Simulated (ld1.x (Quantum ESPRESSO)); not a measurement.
Before and after: ultrasoft potential for aluminium

Al (Z = 13), ultrasoft, made with ld1.x (Quantum ESPRESSO) 7.5 (PBE, scalar-relativistic). Core [Ne], reference 3s2 3p1. Waves: 3s (bound): rcut 1.80, rcutus 2.45 bohr; 3s channel at 2.5 Ry: rcut 1.80, rcutus 2.45 bohr; 3p (bound): rcut 1.80, rcutus 2.20 bohr; 3p channel at 0.55 Ry: rcut 1.80, rcutus 2.20 bohr. Local part: all-electron potential smoothed inside 1.80 bohr (lloc = -1). Core correction: none. Augmentation charge: PSQ, inside the norm-conserving radii.

Change: non-relativistic.

Cutoffs: the cutoffs (Ry, on a coarse ladder) from which the occupation-weighted sum of valence levels, in a spherical-Bessel basis at the reference potential, stays within 10 and 1 mRy of its value at 400 Ry; they do not see the model core or the augmentation charge, which bear on the density cutoff. Errors are all-electron minus pseudo energies relative to the spin-unpolarised reference configuration.

What does the change do?

Both files are so soft that the ladder of cutoffs tells neither apart; of the 7 tests that both files solve, the error grows in 1 and shrinks in 3 by more than 15 % and 0.3 meV (median size 20.1 → 15.7 meV); neither file shows a bound ghost.

| quantity | base | changed |
| --- | --- | --- |
| cutoff, loose | 6 Ry | 6 Ry |
| cutoff, tight | 6 Ry | 6 Ry |
| bound ghosts | none | none |
| error for 3s2 3p0, meV [ΔE 5.76 → 5.77 eV] | -2.6 | -3.6 |
| error for 3s1 3p0, meV [ΔE 24.99 → 24.96 eV] | +34 | +22 |
| error for 3s2 3p0.5, meV [ΔE 2.09 eV] | -0.6 | -0.6 |
| error for 3s1 3p1, meV [ΔE 11.57 → 11.54 eV] | +21 | +16 |
| error for 3s1 3p2, meV [ΔE 5.14 → 5.11 eV] | +20 | +16 |
| error for 3s2 3p1.3, meV [ΔE -0.57 eV] | -0.1 | -0.1 |
| error for 3s0 3p3, meV [ΔE 10.45 → 10.38 eV] | +61 | +58 |
| s: phases at 2.66 bohr within 0.05 rad from the reference energy up to (Ry; the scan ends near 5) | to the end of the scan | to the end of the scan |
| p: phases at 2.66 bohr within 0.05 rad from the reference energy up to (Ry; the scan ends near 5) | 3.6 | 3.6 |
| lowest overlap eigenvalue by channel | s 0.69, p 0.79 | s 0.69, p 0.79 |
